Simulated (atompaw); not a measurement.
Logarithmic derivatives: nitrogen (N), PAW (atompaw)

```
Element                 : nitrogen (N)
Generator               : atompaw 4.2.0.5
Type                    : PAW
Functional              : LDA (PW92)
Relativity              : scalar-relativistic
Frozen core             : [He]
Valence charge          : 5
Reference configuration : 2s2 2p3
Partial waves           : 2s (bound): rc 1.35 bohr; 2s channel at 0.85 Ry: rc 1.35 bohr; 2p (bound): rc 1.35 bohr; 2p channel at 0.5 Ry: rc 1.35 bohr
Local potential         : vpsmatchnc scheme with l = 2 at 0 Ry, radius 1.00 bohr
Core correction         : smooth core density matched at 0.80 bohr
Augmentation charge     : sinc compensation charge, radius 1.00 bohr; PAW radius 1.35 bohr; waves and projectors: custom polynom2 7 10 vanderbiltortho
```

The phase is arctan(r·u′/u) with u = r·R(r), unwrapped; energies in Ry, scanned from -3 to 5 Ry. A pole is an energy at which the radial function vanishes at the test radius. The pseudo phase is shifted by a multiple of π to meet the all-electron one at the reference energy, and phase errors are pseudo minus all-electron; the curves can meet again beyond the range given. Levels narrower than the energy grid can be missing from the lists of poles.

```csv
channel,radius (bohr),reference energy (Ry),"poles, all-electron","poles, pseudo",unbroken range about the reference energy with phases within 0.05 rad,phase error 1 Ry above the reference energy (rad)
s,1.35,-1.35,2.47,2.47,the whole range,+0.000
p,1.35,-0.53,2.34,2.34,the whole range,-0.000
```

Phases in the s channel:

```csv
E (Ry),all-electron,pseudo
-3.00,0.677,0.677
-2.52,0.420,0.420
-2.04,0.032,0.032
-1.56,-0.430,-0.430
-1.08,-0.812,-0.812
-0.60,-1.065,-1.065
-0.12,-1.228,-1.228
0.36,-1.337,-1.337
0.84,-1.415,-1.415
1.32,-1.473,-1.473
1.80,-1.519,-1.519
2.28,-1.557,-1.558
2.76,-1.590,-1.590
3.24,-1.619,-1.619
3.72,-1.645,-1.645
4.20,-1.669,-1.669
4.68,-1.693,-1.693
```
